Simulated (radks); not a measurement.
The mean radii <r> (bohr) of the occupied orbitals of an atom or ion are listed with their occupations. Method: Dirac Kohn-Sham, LDA (Slater exchange, Perdew-Wang correlation), spin-unpolarised, spherical densities, finite nucleus; Fermi nuclear charge, rms radius of each element as measured or else 0.836 A^(1/3) + 0.57 fm; computed with a radial shooting solver on a logarithmic mesh with Libxc functionals.

orbital  occ.      <r>
1s1/2       2  0.01868
2s1/2       2  0.07840
2p1/2       2  0.06489
2p3/2       4  0.07273
3s1/2       2   0.2045
3p1/2       2   0.1944
3p3/2       4   0.2090
3d3/2       4   0.1830
3d5/2       6   0.1875
4s1/2       2   0.4590
4p1/2       2   0.4645
4p3/2       4   0.4979
4d3/2       4   0.5166
4d5/2       6   0.5282
5s1/2       2    1.101
5p1/2       2    1.219
5p3/2       4    1.326
4f5/2       6   0.6338
4f7/2       8   0.6447
5d3/2       3    1.960

Name the element and its charge. Open shells, if any, fill j = l - 1/2 first.

Answer. Z = 73, tantalum, charge +2: Ta2+ in [Xe] 4f14 5d3. The 1s radius gives Z: for a bare nucleus <r> = (2 gamma + 1)/(2Z) with gamma = sqrt(1 - (Z/c)^2), 0.01844 bohr for Z = 73, and screening makes it slightly larger (0.01868 here). The occupations add up to 71, and the charge is Z minus that.
